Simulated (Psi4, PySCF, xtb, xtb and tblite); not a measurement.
Torsional profile of C12H8S3, SMILES c1csc(-c2ccc(-c3cccs3)s2)c1. Scanned: dihedral S3–C4–C5–S14; all other coordinates were relaxed at GFN2-xTB. Points at φ and −φ are mirror images.

Atom numbering (GFN2-xTB optimised geometry, Å):
```
23

C     -4.5594     0.0433    -1.3268
C     -5.0883     0.2807    -0.0979
S     -3.8793     0.4200     1.1156
C     -2.6210     0.1517    -0.0595
C     -1.2497     0.1422     0.3293
C     -0.7187     0.3256     1.5829
C      0.6778     0.2537     1.6118
C      1.2385     0.0142     0.3809
C      2.6185    -0.1178     0.0492
C      3.1822    -0.3569    -1.1781
C      4.5866    -0.4270    -1.1367
C      5.0855    -0.2424     0.1136
S      3.8478     0.0227     1.2761
S      0.0088    -0.1260    -0.8449
C     -3.1547    -0.0310    -1.3097
H     -5.1520    -0.0750    -2.2162
H     -6.1189     0.3840     0.1772
H     -1.3311     0.5061     2.4487
H      1.2692     0.3723     2.5025
H      2.5967    -0.4763    -2.0724
H      5.2005    -0.6073    -2.0009
H      6.1089    -0.2447     0.4317
H     -2.5478    -0.2118    -2.1790
```

- GFN1-xTB // GFN2-xTB (xtb)
- PBE/def2-SVP // GFN2-xTB (Psi4)
- GFN2-xTB (xtb and tblite)
- RKS-B3LYP/6-31G* = restricted B3LYP/6-31G*, spherical d, density fitting // GFN2-xTB (PySCF 2.14.0)
- RHF/LANL2DZ = PySCF with restricted Hartree-Fock/LANL2DZ, with its core potentials past Ne // GFN2-xTB
- PBE-D3(BJ)/def2-SVP // GFN2-xTB (Psi4)

Energies in eV, each method relative to its own lowest point.

```tsv
φ / °	GFN1-xTB	PBE/def2-SVP	GFN2-xTB	RKS-B3LYP/6-31G*	RHF/LANL2DZ	PBE-D3(BJ)/def2-SVP
-150	0.046	0.016	0.049	0.006	0.010	0.017
-120	0.162	0.094	0.170	0.065	0.056	0.097
-90	0.236	0.175	0.251	0.132	0.090	0.182
-60	0.161	0.101	0.186	0.073	0.069	0.106
-30	0.051	0.030	0.092	0.031	0.067	0.031
0	0.009	0.025	0.061	0.044	0.094	0.026
30	0.051	0.030	0.092	0.031	0.067	0.031
60	0.161	0.101	0.186	0.073	0.069	0.106
90	0.236	0.175	0.251	0.132	0.090	0.182
120	0.162	0.094	0.170	0.065	0.056	0.097
150	0.046	0.016	0.049	0.006	0.010	0.017
180	0.000	0.000	0.000	0.000	0.000	0.000
```

Root-mean-square difference from the PBE-D3(BJ)/def2-SVP profile, itself a level with limits, after the best constant shift (eV): GFN1-xTB 0.026, PBE/def2-SVP 0.002, GFN2-xTB 0.024, RKS-B3LYP/6-31G* 0.021, RHF/LANL2DZ 0.047.
